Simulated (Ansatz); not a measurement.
Ideal-gas functions of AlBGeH$_{6}$ (`[AlH2][BH][GeH3]`) at 500 K and 1 bar, from an Ansatz frequency run at PBE0-D4/def2-TZVP.

Molar mass 116.45 g/mol, point group C1 (symmetry number 1), electronic degeneracy 1, moments of inertia 23.878, 310.165, 320.262 u Å². Harmonic wavenumbers (cm⁻¹, unscaled): 40, 93, 170, 300, 385, 417, 473, 613, 660, 677, 754, 806, 851, 887, 893, 1896, 1902, 2113, 2128, 2132, 2597.

Use S(trans) = R[1.5 ln M + 2.5 ln T − 1.1517]; rotational temperatures θ = 24.2544 K / I; S(rot) = R[ln(√π/σ · √(T³/θAθBθC)) + 1.5]; for each mode x = 1.438777 ν̃/T, S = R[x/(eˣ − 1) − ln(1 − e⁻ˣ)] and H = RT x/(eˣ − 1); 1 cm⁻¹ = 0.0119627 kJ/mol; R = 8.31446 J/(mol·K).

Task: By hand: the entropy, in J/(mol·K).

Result: Translation 178.9. Rotation: θ = 1.0158, 0.0782, 0.0757 K, giving 116.0. Vibration, mode by mode: 26.29, 19.30, 14.34, 9.79, 7.88, 7.28, 6.36, 4.60, 4.13, 3.97, 3.33, 2.96, 2.68, 2.47, 2.43, 0.23, 0.23, 0.13, 0.13, 0.13, 0.04, in all 118.7. Electronic 0.0. Sum 413.6 J/(mol·K).

Task: By hand: H − E and G − E in kJ/mol, counted from the electronic energy.

Result: Zero-point energy ½ × 20787 × 0.0119627 = 124.3; thermal vibration 29.4; translation, rotation and pV give 4 RT = 16.6. H − E = 170.3 kJ/mol, and G − E = 170.3 − 500 × 413.6/1000 = -36.5 kJ/mol.

Vibration gives 29 % of the entropy, 45.6 J/(mol·K) of it from the modes under 150 cm⁻¹: soft modes count most, and the harmonic formula is weakest for them. The sum counts one conformer and one mirror image; others add a mixing term.
